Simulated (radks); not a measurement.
Species: Gd IV. Configuration: [Xe] 4f5 6s2 (not the ground configuration). All-electron calculation, scalar-relativistic Kohn-Sham, PBEsol, spin-polarised, spherical densities, point nucleus; open shells are filled with parallel spins first (spin-orbit coupling, left out, can overturn this in heavy ions). Program: a radial shooting solver on a logarithmic mesh with Libxc functionals.

Normalised radial functions P(r) = r R(r), r in bohr:

r,5s up
0.001054,0.0489
0.001417,0.0619
0.001905,0.0777
0.002561,0.0962
0.003443,0.1170
0.004629,0.1388
0.006273,0.1593
0.008434,0.1725
0.01134,0.1713
0.01524,0.1457
0.0205,0.0857
0.02756,-0.0130
0.03705,-0.1381
0.04981,-0.2477
0.06697,-0.2701
0.09004,-0.1368
0.1211,0.1372
0.1628,0.3778
0.2206,0.3108
0.2966,-0.1290
0.3987,-0.5553
0.5361,-0.4232
0.7207,0.2858
0.969,0.9457
1.303,1.0214
1.752,0.6252
2.355,0.2250
3.166,0.0447
4.257,0.0041
5.723,0.0001
7.694,0.0000

5s up: eigenvalue -89.999 eV, 4 radial nodes at r = 0.0266, 0.106, 0.276, 0.649 bohr, <r> = 1.26 bohr, 90 % of the charge inside 1.80 bohr.
